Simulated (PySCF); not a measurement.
Vertical excitations of a molecule C4H7Cl from TDDFT-LC-ωPBE/def2-SVPD in PySCF 2.14.0, as energy in eV (oscillator strength): 7.57 (0.003), 7.58 (0.001), 8.87 (0.030), 8.96 (0.080), 9.39 (0.092), 9.45 (0.045), 9.46 (0.008), 9.58 (0.008), 9.65 (0.051), 9.80 (0.000). Lowest triplet (TDA): 6.82 eV. Coordinates come from a r2SCAN-D4/def2-SVP optimisation. One conformer was computed; it need not be the lowest.

Q: Pick the molecule that these values belong to.
A. C=C(Cl)CC
B. CC/C=C\Cl
C. ClC1CCC1
D. C[C@@H]1C[C@H]1Cl

A: C, ClC1CCC1
